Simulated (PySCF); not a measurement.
BeBr2, SMILES [Be]([Br])[Br].

Coordinates come from a B3LYP-D3(BJ)/def2-TZVP optimisation.

The numbers are results of PySCF with B3LYP-D3(BJ)/def2-TZVP, not measurements.

Frequencies are harmonic and unscaled.

Modes within 1.5 cm⁻¹ of each other (mostly degenerate sets) share a row, with their intensities summed.

Computed vibrational spectrum:
```
mode  ν (cm⁻¹)  IR (km/mol)  Raman (Å⁴/amu)  depolarisation  moving atoms (share of kinetic energy)
----  --------  -----------  --------------  --------------  --------------------------------------
1–2        208         49.0             0.0               –                                 Be 95 %
3          237          0.0             4.6            0.11                                Br 100 %
4          990        399.8             0.0               –                                 Be 95 %
```
